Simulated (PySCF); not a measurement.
**Electron correlation in Te (tellurium, neutral)**

[Kr] 4d10 5s1 5p5, high-spin 3P determinant (an excited configuration). Computed with PySCF 2.14 in def2-TZVPPD with the def2 core potential (28 electrons) (7s6p4d2f, 59 functions), with scalar relativity through the core potential. Frozen: 4s2 4p6 4d10; 6 electrons correlated.

MP2 pair energies summed by pair of shells (mhartree):

| pair | energy | share (%) |
| --- | --- | --- |
| 5p-5p | -100.02 | 88.3 |
| 5s-5p | -13.29 | 11.7 |

Total MP2 correlation energy: -113.31 mhartree.

Same-spin part -21.54 and opposite-spin part -91.77 mhartree; SCS-MP2 scales them by 1/3 and 6/5 to -117.30 mhartree.
